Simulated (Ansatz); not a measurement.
C8H20GeO3⁺, that is GeEt(OEt)3 with one electron fewer. Charge 1, multiplicity 2. Geometry PBE-D4/def2-SVP, that of the neutral singlet; atoms count from 1.

```csv
atom,x (Å),y (Å),z (Å)
Ge1,-0.841,0.062,0.325
C2,-2.480,1.034,0.745
C3,-3.639,0.083,1.065
H4,-2.709,1.677,-0.131
H5,-2.252,1.711,1.594
H6,-4.566,0.642,1.304
H7,-3.856,-0.584,0.206
H8,-3.399,-0.563,1.933
O9,-0.390,-1.116,1.594
C10,0.849,-1.052,2.300
C11,1.992,-1.713,1.540
H12,1.123,0.001,2.539
H13,0.681,-1.576,3.268
H14,2.918,-1.719,2.152
H15,1.740,-2.762,1.283
H16,2.206,-1.158,0.604
O17,0.643,1.079,0.153
C18,0.655,2.173,-0.760
C19,2.045,2.791,-0.764
H20,0.387,1.835,-1.790
H21,-0.100,2.944,-0.469
H22,2.089,3.660,-1.450
H23,2.320,3.132,0.255
H24,2.800,2.047,-1.091
O25,-1.202,-0.841,-1.183
C26,-0.335,-1.873,-1.651
C27,0.834,-1.327,-2.464
H28,0.042,-2.486,-0.800
H29,-0.956,-2.547,-2.282
H30,1.449,-2.153,-2.877
H31,0.465,-0.712,-3.311
H32,1.489,-0.689,-1.836
```

(1) Estimate the Mulliken populations of the heavy atoms from the PBE0/def2-SVP orbitals of Ansatz.

(2) Where does the spin sit?

(3) And the Mayer bond orders between bonded heavy atoms (over 0.3)?

Answers

(1) 
```
atom  charge (e)  spin (α − β)
 Ge1        1.04         -0.04
  C2       -0.27          0.13
  C3       -0.12          0.00
  O9       -0.46          0.25
 C10        0.11          0.01
 C11       -0.16          0.04
 O17       -0.47          0.25
 C18        0.06          0.00
 C19       -0.11          0.00
 O25       -0.47          0.17
 C26        0.09          0.00
 C27       -0.15          0.00
```
Mulliken values and Mayer orders depend strongly on the basis.

(2) Summed by element: Ge -0.04, C 0.18, H 0.20, O 0.66, of 1 unpaired in all. Largest on single atoms: O17 0.25, O9 0.25, O25 0.17.

(3) Ge1–C2 0.90 (1.95 Å); Ge1–O9 0.91 (1.79 Å); Ge1–O17 0.85 (1.81 Å); Ge1–O25 0.98 (1.79 Å); C2–C3 1.07 (1.53 Å); O9–C10 0.91 (1.43 Å); C10–C11 1.05 (1.52 Å); O17–C18 0.91 (1.42 Å); C18–C19 1.10 (1.52 Å); O25–C26 0.91 (1.43 Å); C26–C27 1.09 (1.52 Å).
